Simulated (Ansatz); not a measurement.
Consider the formal exchange of groups at the Si–N bond: `O[Si@@H](Cl)N[Si@@H](O)Cl` + `CF` → `O[SiH](Cl)CF` + `N[SiH](O)Cl`.

Computed with Ansatz on PBE0-D4/def2-TZVP structures; ΔE is electronic, products minus reactants. CBS: MP2 limit from def2 TZ/QZ plus the TZ coupled-cluster correction, frozen cores. This one scheme is used for every species. Functionals use def2-TZVPP. B3LYP here is the variant with VWN-RPA as its local correlation; programs differ in this. Each species was taken in one conformer, which may not be the lowest.

`O[Si@@H](Cl)N[Si@@H](O)Cl`:

```xyz
12

O     1.430   -0.290   -1.696
Si    1.047   -1.317   -0.492
Cl    2.654   -1.816    0.687
N    -0.115   -0.575    0.528
Si   -1.053    0.801    0.175
O    -2.082    0.972    1.428
Cl    0.105    2.515    0.026
H     1.722    0.595   -1.463
H     0.595   -2.553   -1.148
H    -0.128   -0.860    1.499
H    -1.716    0.690   -1.136
H    -2.457    1.838    1.592
```

`CF`:

Cartesian coordinates in Å:
```
C 0.056 -0.016 0.018
F -1.209 0.347 -0.386
H 0.608 -0.402 -0.842
H -0.022 -0.789 0.785
H 0.567 0.860 0.425
```

`O[SiH](Cl)CF`:

Cartesian coordinates in Å:
```
O -0.212 -1.820 -0.262
Si -0.158 -0.266 -0.752
Cl 1.529 0.107 -1.863
C -0.125 0.886 0.740
F 0.855 0.439 1.625
H 0.440 -2.103 0.383
H -1.341 -0.033 -1.604
H 0.099 1.921 0.468
H -1.088 0.869 1.264
```

`N[SiH](O)Cl`:

```xyz
8

N    -0.958    0.433    0.593
Si    0.216   -0.462   -0.250
O     1.107    0.500   -1.220
Cl    1.339   -1.354    1.226
H    -1.242    0.164    1.520
H    -1.672    0.950    0.107
H    -0.259   -1.527   -1.151
H     1.468    1.296   -0.824
```

CCSD(T)/CBS gives +96.8 kJ/mol.

(1) Another level gave +101.7 kJ/mol. Which?
A. B3LYP-D4/def2-TZVPP
B. B3LYP/def2-TZVPP
C. MP2/def2-TZVPP
D. ωB97X-V/def2-TZVPP

Largest T1 diagnostic among the species: 0.011.

Results:

(1) C. MP2/def2-TZVPP 101.7, B3LYP-D4 96.8, ωB97X-V 92.7, B3LYP 87.2 kJ/mol.

From PBE to PBE0 (25 % exact exchange), in def2-TZVPP and without D4, ΔE moves by +6.2 kJ/mol. The D4 term adds +9.5 kJ/mol with B3LYP and +5.7 kJ/mol with PBE0; it sums over pairs of atoms, weighted by their polarisabilities, and B3LYP, whose exchange is more repulsive, gets the larger term.
